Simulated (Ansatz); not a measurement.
`C[O][Ge]([CH3])([NH2])[F]` → 2 C• + F• + Ge• + 8 H• + N• + O•  (atomization)

Computed with Ansatz on PBE0-D4/def2-TZVP structures; ΔE is electronic, products minus reactants. CCSD(T)/CBS is the MP2 limit (def2-TZVPP, def2-QZVPP) plus CCSD(T) − MP2 in def2-TZVPP, frozen cores. This one scheme is used for every species, atoms too. DFT in def2-TZVPP. B3LYP here is the variant with VWN-RPA as its local correlation; programs differ in this. Open shells (•) are unrestricted, without spin–orbit coupling. Spin–orbit coupling would lower the free atoms: a little for C, F, O; clearly for Ge. For Ge outer-core shells are correlated without core-valence functions, so the limit isn't a true one: a few kJ/mol of doubt a bond, and 10 to 20 or more in all where bonds break to atoms. Scalar relativity is left out up to krypton. Each species was taken in one conformer, which may not be the lowest.

```tsv
level	ΔE (eV)	difference from CCSD(T)/CBS
PBE-D4	54.68	0.72
r2SCAN-D4	53.77	-0.19
PBE0-D4	53.59	-0.37
B3LYP-D4	53.65	-0.31
ωB97X-V	53.99	0.03
ωB97M-V	53.81	-0.15
B2PLYP	53.23	-0.73
PBE	54.40	0.44
r2SCAN	53.70	-0.26
PBE0	53.35	-0.61
B3LYP	53.19	-0.77
HF/def2-TZVPP	38.28	-15.68
MP2/def2-TZVPP	53.51	-0.45
SCS-MP2/def2-TZVPP	53.28	-0.68
CCSD/def2-TZVPP	51.82	-2.14
CCSD(T)/def2-TZVPP	52.62	-1.34
HF/def2-QZVPP	38.36	-15.60
MP2/def2-QZVPP	54.30	0.34
SCS-MP2/def2-QZVPP	54.20	0.24
HF/CBS(def2)	38.37	-15.59
MP2/CBS(def2)	54.85	0.89
CCSD/CBS(def2)	53.16	-0.80
CCSD(T)/CBS	53.96	0
```

Largest T1 diagnostic among the species: 0.011.

The D4 term adds +0.46 eV with B3LYP and +0.25 eV with PBE0; it sums over pairs of atoms, weighted by their polarisabilities, and B3LYP, whose exchange is more repulsive, gets the larger term. From PBE to PBE0 (25 % exact exchange), in def2-TZVPP and without D4, ΔE moves by −1.05 eV: exact exchange takes away binding that semilocal exchange gives to molecules.

For atomizations the MP2-based limit and the directly extrapolated one differ by several kJ/mol either way, and by 10 to 25 for some Ge, Se and Sn compounds, so smaller differences from it don't rank the levels.
